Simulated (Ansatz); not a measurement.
Reaction (cleavage of the Si–Sn bond): `[OH][Sn]([F])([F])[SiH3]` + `O=C(O)[SeH]` → `O=C([SeH])O[SiH3]` + `[OH][SnH]([F])[F]`

Gas-phase electronic energies from Ansatz, PBE0-D4/def2-TZVP geometries. CCSD(T)/CBS adds triple-zeta CCSD(T) − MP2 to the extrapolated MP2 energy (def2 sets, frozen cores). Functionals use def2-TZVPP. B3LYP here is the variant with VWN-RPA as its local correlation; programs differ in this. def2 core potentials past Kr. For Se, Sn outer-core shells are correlated without core-valence functions, which leaves a few kJ/mol of doubt a bond. Scalar relativity is left out up to krypton. One conformer a species, not always the lowest.

Is it downhill or uphill in electronic energy at CCSD(T)/CBS, and by how much? (An estimate is asked.)

Ansatz gave: Downhill: ΔE = -36.0 kJ/mol.

What do these levels give: r2SCAN-D4, ωB97X-V, ωB97M-V, B2PLYP, r2SCAN, B3LYP, HF/def2-TZVPP, HF/def2-QZVPP, SCS-MP2/def2-QZVPP, HF/CBS(def2), MP2/CBS(def2), CCSD/CBS(def2)? (Best estimate.)

Ansatz gave: r2SCAN-D4 -30.2, ωB97X-V -36.1, ωB97M-V -37.0, B2PLYP -36.9, r2SCAN -29.8, B3LYP -29.9, HF/def2-TZVPP -55.0, HF/def2-QZVPP -56.9, SCS-MP2/def2-QZVPP -44.5, HF/CBS(def2) -57.2, MP2/CBS(def2) -37.2, CCSD/CBS(def2) -37.2 kJ/mol.

Largest T1 diagnostic among the species: 0.015.

From PBE to PBE0 (25 % exact exchange), in def2-TZVPP and without D4, ΔE moves by −7.8 kJ/mol. In def2-TZVPP, CCSD(T) changes the Hartree–Fock value by +13.9 kJ/mol (the triples alone add +1.2 kJ/mol) and MP2 by +12.7 kJ/mol.
